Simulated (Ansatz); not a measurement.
Sn(SiH3)4 (Si₄SnH₁₂). Total charge 0; triplet. Geometry B3LYP-D4/def2-SVP, that of the neutral singlet; atoms count from 1.

Cartesian coordinates in Å:
```
Sn -0.001 0.008 -0.004
Si 0.162 -1.887 -1.757
H 0.050 -3.218 -1.088
H 1.472 -1.820 -2.471
H -0.937 -1.762 -2.760
Si -2.342 -0.031 1.094
H -2.536 -1.311 1.839
H -3.407 0.082 0.053
H -2.487 1.106 2.052
Si 0.386 2.288 -1.162
H -0.651 2.520 -2.211
H 1.733 2.316 -1.806
H 0.311 3.396 -0.162
Si 1.794 -0.364 1.821
H 1.532 -1.648 2.537
H 1.765 0.751 2.815
H 3.155 -0.425 1.210
```

In the def2 sets Sn takes a core potential; there is no spin–orbit coupling. At PBE0-D4/def2-TZVP a singlet of charge 0 lies 5.26 eV below the triplet at the same geometry.

Problem. Estimate the Mulliken populations from the PBE0/def2-TZVP orbitals of Ansatz.

Solution. 
```json
{"atom": "Sn1", "charge (e)": "0.24", "spin (α − β)": "0.73"}
{"atom": "Si2", "charge (e)": "-0.09", "spin (α − β)": "0.09"}
{"atom": "H3", "charge (e)": "0.00", "spin (α − β)": "0.00"}
{"atom": "H4", "charge (e)": "0.00", "spin (α − β)": "0.00"}
{"atom": "H5", "charge (e)": "0.02", "spin (α − β)": "0.03"}
{"atom": "Si6", "charge (e)": "-0.09", "spin (α − β)": "0.08"}
{"atom": "H7", "charge (e)": "0.00", "spin (α − β)": "0.00"}
{"atom": "H8", "charge (e)": "0.02", "spin (α − β)": "0.03"}
{"atom": "H9", "charge (e)": "0.00", "spin (α − β)": "0.00"}
{"atom": "Si10", "charge (e)": "-0.09", "spin (α − β)": "0.10"}
{"atom": "H11", "charge (e)": "0.01", "spin (α − β)": "0.04"}
{"atom": "H12", "charge (e)": "0.00", "spin (α − β)": "0.00"}
{"atom": "H13", "charge (e)": "0.00", "spin (α − β)": "0.00"}
{"atom": "Si14", "charge (e)": "-0.07", "spin (α − β)": "0.84"}
{"atom": "H15", "charge (e)": "0.02", "spin (α − β)": "0.03"}
{"atom": "H16", "charge (e)": "0.02", "spin (α − β)": "0.02"}
{"atom": "H17", "charge (e)": "0.02", "spin (α − β)": "0.02"}
```
Mulliken values depend strongly on the basis.

Problem. Where does the spin sit?

Solution. Summed by element: Sn 0.73, Si 1.12, H 0.16, of 2 unpaired in all. Largest on single atoms: Si14 0.84, Sn1 0.73, Si10 0.10.

Problem. And the Mayer bond orders between heavy atoms (over 0.3)?

Solution. Sn1–Si2 0.94 (2.59 Å); Sn1–Si6 0.94 (2.59 Å); Sn1–Si10 0.94 (2.59 Å).
